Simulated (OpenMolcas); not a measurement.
**Tm3+: moving or changing the point charges**

Tm3+ among 8 point charges of -2 e arranged as a hexagonal bipyramid (D6h), 2.32 Å from the ion, with the axial distance 2.506 Å.

```
Program             : OpenMolcas 26.06
Method              : CASSCF
Basis               : ANO-RCC-VTZP [8s7p5d3f2g1h]
Scalar Hamiltonian  : DKH2, point nucleus
Active space        : 12 electrons in 7 orbitals (4f)
State averaging     : 2S+1 = 3 even, 21 roots; 2S+1 = 1 even, 27 roots kept (CI in the orbitals of an earlier block)
Spin-orbit coupling : RASSI with atomic mean-field integrals over the reference wave functions
```

Runs around this geometry, states. Energies in cm-1 above the lowest state or level, χT in cm3 K/mol.

| R (Å) | q (e) | Ground state | First state of that spin | First gap with spin-orbit (degeneracies) | Width of lowest J | χT at 300 K |
| --- | --- | --- | --- | --- | --- | --- |
| 2.32 | -1 | 2S+1 = 3 | 263.3 | 0.1 (1, 1) | 1165 | 6.973 |
| 2.32 | -2 | 2S+1 = 3 | 1954 | 0.1 (1, 1) | 3996 | 6.408 |
| 2.52 | -2 | 2S+1 = 3 | 451.6 | 0.1 (1, 1) | 1800 | 6.862 |
| 2.72 | -2 | 2S+1 = 3 | 385.9 | 326.8 (2, 2) | 1445 | 6.908 |

Taking the width of the lowest J multiplet as R^-n, n = -ln(1445 / 3996) / ln(2.72 / 2.32) = 6.4 between the shortest and longest distance.

Scaling the charges by -1 / -2 = 0.50 scales the width of the lowest J multiplet by 1165 / 3996 = 0.29; with fixed orbitals a first-order splitting would follow the charge.

This is an electrostatic model: the charges have no orbitals. An unlabelled pair can be two single states that coincide in this model. No measured value stands beside these numbers.

A state without a sure symmetry label is named by its multiplicity alone.
